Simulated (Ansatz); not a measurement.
Start from `BCC(C)C` and change one element to get `CC(C)[CH2][AlH2]`.

Ansatz, PBE0-D4/def2-TZVP geometries, multiplicity 1. Each molecule was computed in one conformer, which needn't be the lowest.

| property | `BCC(C)C` |
| --- | --- |
| ideal-gas entropy at 298 K and 1 bar (rigid rotor, harmonic PBE0-D4/def2-TZVP) / J/(mol·K) | 337 |
| HOMO energy (ωB97M-V/def2-TZVPP) / eV | -10.96 |
| LUMO energy (PBE/def2-TZVPP) / eV | -2.25 |
| HOMO–LUMO gap (PBE0/def2-TZVPP) / eV | 7.45 |
| HOMO energy (PBE0/def2-TZVPP) / eV | -8.66 |
| LUMO energy (ωB97M-V/def2-TZVPP) / eV | 0.70 |

Question: Give the same properties after the change, and the shifts. (Best estimate.)

Answer: The calculation gave: 
```json
{"property": "ideal-gas entropy at 298 K and 1 bar (rigid rotor, harmonic PBE0-D4/def2-TZVP) / J/(mol·K)", "`CC(C)[CH2][AlH2]`": "363", "shift": "26"}
{"property": "HOMO energy (ωB97M-V/def2-TZVPP) / eV", "`CC(C)[CH2][AlH2]`": "-9.74", "shift": "1.22"}
{"property": "LUMO energy (PBE/def2-TZVPP) / eV", "`CC(C)[CH2][AlH2]`": "-2.05", "shift": "0.20"}
{"property": "HOMO–LUMO gap (PBE0/def2-TZVPP) / eV", "`CC(C)[CH2][AlH2]`": "6.26", "shift": "-1.19"}
{"property": "HOMO energy (PBE0/def2-TZVPP) / eV", "`CC(C)[CH2][AlH2]`": "-7.52", "shift": "1.14"}
{"property": "LUMO energy (ωB97M-V/def2-TZVPP) / eV", "`CC(C)[CH2][AlH2]`": "0.31", "shift": "-0.39"}
```

With PBE0 the HOMO rises by 1.14 eV and the LUMO falls by 0.05 eV, so the gap narrows by about 1.19 eV. PBE moves the HOMO by 1.01 eV and ωB97M-V by 1.22 eV.
